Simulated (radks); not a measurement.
Values are calculated unless marked as measured or tabulated.
Spin polarisation of the 5d3 shell in neutral tantalum. Start: [Xe] 4f14 5d(up 1.5, down 1.5) 6s2; electrons of 5d are moved from spin down to spin up, other shells keep equal spins. Code: a radial shooting solver on a logarithmic mesh with Libxc functionals. Model: non-relativistic Kohn-Sham, PBE, spin-polarised, spherical densities, point nucleus.

moment (Bohr magnetons)  E - E(0) (eV)  e(5d up) (eV)  e(5d down) (eV)  6s down minus up (eV)  4f down minus up (eV)
0                                0.000         -4.768           -4.768                 0.000                  0.000
0.75                            -0.082         -4.975           -4.536                  0.219                  0.061
1.5                             -0.329         -5.159           -4.281                  0.439                  0.122
2.25                            -0.740         -5.317           -4.002                  0.659                  0.183
3                               -1.315         -5.446           -3.700                  0.878                  0.244

At moment 3 the spin-polarisation energy is -1.315 eV and the 5d exchange splitting 1.746 eV, that is 0.582 eV per Bohr magneton; E = -I m^2/4 would give I = 0.584 eV.
